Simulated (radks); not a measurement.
The numbers below are computed, except where a source is named.
Problem. All-electron atom: the europium ion Eu48+ in [Ne] 3s2 3p3. Level of theory: scalar-relativistic Kohn-Sham, r2SCAN, spin-polarised, spherical densities, finite nucleus; open shells are filled with parallel spins first (spin-orbit coupling, left out, can overturn this in heavy ions); meta-GGA in the generalised Kohn-Sham scheme; Fermi nuclear charge, rms radius 5.1115 fm (a radial shooting solver on a logarithmic mesh with Libxc functionals). Some entries of the table are withheld. Estimate them.

orbital  occ.  eigenvalue (Ry)  <1/r> (bohr^-1)  <r> (bohr)
1s up       1        -3802.542            70.23     0.02232
1s down     1        -3801.515            70.24     0.02231
2s up       1        -817.6335            16.51     0.09388
2s down     1        -817.2225            16.51     0.09382
2p up       3              (1)              (2)     0.08261
2p down     3              (3)              (4)     0.08262
3s up       1        -324.5865            6.666      0.2275
3s down     1        -321.6244            6.638      0.2281
3p up       3              (5)            6.323      0.2216
3p down     0              (6)            6.309      0.2222

Solution. 
(1) 2p up eigenvalue (Ry): -755.8586
(2) 2p up <1/r> (bohr^-1): 15.42
(3) 2p down eigenvalue (Ry): -754.9895
(4) 2p down <1/r> (bohr^-1): 15.41
(5) 3p up eigenvalue (Ry): -305.4535
(6) 3p down eigenvalue (Ry): -302.4877
